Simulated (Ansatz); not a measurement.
Cost and result for the atomization energy of `[O][GeH2][Cl]` radical (5 atoms, 4 bonds).

Total charge 0; spin multiplicity 2. Correlated methods include outer-core shells of Ge, which these sets cover unevenly. Scalar relativity is left out up to krypton. The geometry is a stationary point of PBE0-D4/def2-TZVP. Program: Ansatz. All runs use 2 threads of a server CPU on a shared host. Times are those of one run each, without the atoms' runs, and a repeat can differ threefold. Electronic energies, without spin–orbit coupling; frozen cores. CCSD(T)/CBS adds CCSD(T) − MP2 in def2-TZVPP to the MP2 limit, and its time is that of the two runs behind it. T1 = 0.014; ⟨S²⟩ of the reference is 0.76. With those shells the extrapolation isn't a true limit.

CCSD(T)/CBS is a level of theory with its own doubt, some kJ/mol a heavy atom from the limit and from the frozen cores, so smaller differences don't rank the functionals.

```json
{"level": "LDA (SPW92)/def2-TZVPP", "functions": "149", "wall time": "2.4 s", "atomization (kcal/mol)": "361.2", "difference from CCSD(T)/CBS": "52.2", "per bond": "13.1"}
{"level": "revPBE-D4/def2-TZVPP", "functions": "149", "wall time": "4.2 s", "atomization (kcal/mol)": "304.1", "difference from CCSD(T)/CBS": "-4.9", "per bond": "-1.2"}
{"level": "BLYP-D4/def2-TZVPP", "functions": "149", "wall time": "4.2 s", "atomization (kcal/mol)": "306.7", "difference from CCSD(T)/CBS": "-2.3", "per bond": "-0.6"}
{"level": "PBE-D4/def2-TZVPP (with forces)", "functions": "149", "wall time": "4.3 s", "atomization (kcal/mol)": "313.7", "difference from CCSD(T)/CBS": "4.7", "per bond": "1.2"}
{"level": "CCSD(T)/def2-SVP", "functions": "74", "wall time": "5.5 s", "atomization (kcal/mol)": "280.4", "difference from CCSD(T)/CBS": "-28.6", "per bond": "-7.1"}
{"level": "PBE0-D4/def2-TZVPP", "functions": "149", "wall time": "6 s", "atomization (kcal/mol)": "305.7", "difference from CCSD(T)/CBS": "-3.3", "per bond": "-0.8"}
{"level": "BHLYP-D4/def2-TZVPP", "functions": "149", "wall time": "7 s", "atomization (kcal/mol)": "296.1", "difference from CCSD(T)/CBS": "-12.9", "per bond": "-3.2"}
{"level": "B2PLYP/def2-TZVPP", "functions": "149", "wall time": "11 s", "atomization (kcal/mol)": "302.7", "difference from CCSD(T)/CBS": "-6.3", "per bond": "-1.6"}
{"level": "ωB97X-V/def2-TZVPP", "functions": "149", "wall time": "16 s", "atomization (kcal/mol)": "312.8", "difference from CCSD(T)/CBS": "3.8", "per bond": "1.0"}
{"level": "ωB97M-V/def2-TZVPP (with forces)", "functions": "149", "wall time": "19 s", "atomization (kcal/mol)": "307.5", "difference from CCSD(T)/CBS": "-1.5", "per bond": "-0.4"}
{"level": "MP2/def2-QZVPP", "functions": "276", "wall time": "31 s", "atomization (kcal/mol)": "308.1", "difference from CCSD(T)/CBS": "-0.9", "per bond": "-0.2"}
{"level": "CCSD(T)/def2-TZVPP", "functions": "149", "wall time": "45 s", "atomization (kcal/mol)": "301.3", "difference from CCSD(T)/CBS": "-7.7", "per bond": "-1.9"}
{"level": "CCSD(T)/CBS(def2)", "functions": "–", "wall time": "76 s", "atomization (kcal/mol)": "309.0", "difference from CCSD(T)/CBS": "0.0", "per bond": "0.0"}
```

At CCSD(T), def2-SVP lies −28.6 kcal/mol from the extrapolated value and def2-TZVPP −7.7 kcal/mol: correlation converges slowly with the basis, and small sets miss more of it in the bonded molecule than in its fragments. From PBE to PBE0 (25 % exact exchange), in def2-TZVPP and without D4, the atomization energy moves by −7.6 kcal/mol: exact exchange takes away binding that semilocal exchange gives to molecules. In def2-TZVPP, CCSD(T) changes the Hartree–Fock value by +87.5 kcal/mol (the triples alone add +5.7 kcal/mol) and MP2 by +89.8 kcal/mol; breaking electron pairs costs correlation energy, which Hartree–Fock lacks.
